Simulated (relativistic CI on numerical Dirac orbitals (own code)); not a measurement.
# Ni²⁺ in a cubic cluster: 2p photoemission with charge transfer

Computed with a charge-transfer multiplet model of a cubic metal-ligand cluster with up to 2 ligand holes, Slater and spin-orbit integrals from Dirac-Coulomb-Breit ions, Slater integrals scaled by 0.9. The ground state mixes d8 with configurations of k ligand holes L, whose averages lie at kΔ + k(k − 1)U_dd/2; a core hole lowers each added d electron by U_cd. 300 K, Lorentzian 0.6 eV and Gaussian 0.8 eV FWHM.

Atomic integrals in eV (Slater integrals scaled, ζ unscaled), ground: F2dd 10.953, F4dd 6.797, zeta_d 0.080; with the core hole: F2dd 12.575, F4dd 7.855, zeta_d 0.114, zeta_core 11.406, F2cd 7.542, G1cd 5.754, G3cd 3.273.

Cluster parameters (eV): U_dd = 7.2, U_cd = 8.6, 10Dq = 0.95, 10Dq(ligand) = 0.4, V(eg) = 2.8, V(t2g) = -1.4, final-state hopping factor = 0.9.

```csv
Case,n_d,d8,d9L,d10L2,S
Δ = 3.3 eV,8.29,0.72,0.26,0.01,1.00
Δ = 5.3 eV,8.20,0.81,0.19,0.01,1.00
Δ = 6.3 eV,8.17,0.84,0.16,0.00,1.00
Δ = 7.3 eV,8.14,0.86,0.14,0.00,1.00
Δ = 8.3 eV,8.12,0.88,0.12,0.00,1.00
```

Weights, n_d and S are thermal averages at 300 K. Binding energies count from the first peak over 30 % of the highest in each spectrum, which can be another peak from case to case. The parameters are a model scan and need not match a compound or its usual spin state. Peaks in eV (height, largest 100):
- Δ = 3.3 eV: 0.0 (100), 6.8 (40), 11.3 (9), 13.1 (7), 17.6 (46), 24.4 (24), 28.4 (7)
- Δ = 5.3 eV: 0.0 (100), 6.4 (29), 17.7 (47), 24.5 (19)
- Δ = 6.3 eV: 0.0 (100), 6.1 (27), 17.7 (49), 24.4 (15)
- Δ = 7.3 eV: 0.0 (100), 6.2 (25), 17.9 (50), 24.6 (12)
- Δ = 8.3 eV: 0.0 (100), 6.4 (22), 8.8 (8), 18.0 (52), 24.9 (9)

For the case Δ = 5.3 eV, Δ = 5.3 eV is smaller than U_dd = 7.2 eV, the charge-transfer side of the Zaanen-Sawatzky-Allen scheme. With the core hole the configuration with one ligand hole lies at Δ − U_cd = -5.3, -3.3, -2.3, -1.3, -0.3 eV from the one without, in the order of the table; where this is negative the screened configuration lies lower, though the effective hopping of about 3.4 eV (from the holes of the mixed ground state) mixes the two strongly wherever it is as large as the gap.
